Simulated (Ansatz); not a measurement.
All numbers were calculated with Ansatz.

A structure relaxed at PBE0-D4/def2-TZVP, charge 0, multiplicity 1:

```xyz
13

O     0.991   -3.233   -1.223
In    0.393   -1.490   -0.566
O     1.725   -0.162    0.018
Si    1.683    1.321    0.702
O    -1.505   -1.027   -0.472
Si   -2.360    0.313   -0.092
H     1.950   -3.302   -1.204
H     0.531    1.452    1.641
H     2.943    1.538    1.462
H     1.556    2.385   -0.333
H    -3.681    0.244   -0.770
H    -1.654    1.548   -0.541
H    -2.573    0.413    1.378
```

Task: Give its formula and SMILES.

Result: H7InO3Si2, `[OH][In]([O][SiH3])[O][SiH3]`.

Task: Point group (tolerance 0.08 Å, 0.16 Å for H)?

Result: C1.

Task: Summarise the bond lengths by kind.

Result: 3 × In–O 1.956 to 1.969 Å; 1 × H–O 0.961 Å; 2 × O–Si 1.633 to 1.635 Å; 6 × H–Si 1.486 to 1.492 Å.
